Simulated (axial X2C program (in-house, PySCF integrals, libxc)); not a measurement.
**What spin–orbit coupling does to ZrS⁻**

Computed with an axial X2C code built on PySCF integrals. Spin-free means the one-electron spin-free X2C Hamiltonian; two-component (2c) means X2C with spin–orbit coupling and atomic mean-field two-electron Coulomb and Gaunt terms, so the difference of the two also holds small scalar two-electron terms. Basis: Zr dyall-acv3z [12s13p10d6f3g], S dyall-av3z [9s8p3d2f] (cores contracted in-house); Gaussian nuclei, density fitting, unrestricted open shells. Masses: Zr 89.905 u, S 31.972 u.

Spin-free state: M_S = 1/2, Λ = 2 (beyond evenly filled blocks: δ+α); fragments Zr + S-.

| level | Re (Å) | ωe (cm⁻¹) | De (eV) | μ (D) |
| --- | --- | --- | --- | --- |
| BHandHLYP | 2.245 | 490.0 | 4.338 | -1.49 |

Dipoles are positive if S is the positive end and refer to the centre of mass.

Problem. Within this multiplet, which Ω should lie lowest by the rule for regular and inverted multiplets?

Solution. The open δ shell holds one electron, so the multiplet is regular: Ω = Λ − 1/2 = 3/2. The PBE0 2c search agrees, though Ω = 5/2 of the search lies only 0.08 eV higher.

Two-component determinant lowest at the distance of the search:

Ω = 3/2 (⟨Sz⟩ = -0.50, ⟨Lz⟩ = 2.00 at BHandHLYP); fragments Zr + S-.

```json
{"level": "BHandHLYP", "Re (Å)": "2.246", "ωe (cm⁻¹)": "489.3", "μ (D)": "-1.50"}
```

Problem. From the two tables, how do the constants change at the BHandHLYP level (2c against spin-free)?

Solution. At the BHandHLYP level Re is unchanged within 0.001 Å and ωe falls by 0.7 cm⁻¹.

Dissociation energies refer to the lowest single-determinant-based atoms at the same level and basis. De is not given where an atomic determinant may have missed its ground term or J level, or where the truncated virtual space spoils (T). Density functionals use the spin component along the axis (collinear). Without a current term, density functionals place determinants with orbital angular momentum somewhat too high. The state is one determinant with fixed occupations, lowest in a PBE0 search at one distance only: followed along the bond, the 2c determinant Ω = 5/2 reaches 0.67 eV lower at PBE0, at Re = 2.495 Å, so the state shown is not the lowest. The determinant is spin-polarised beyond a pure state at some levels (its spin-free form has ⟨S²⟩ too high), which makes Re and μ there less reliable.
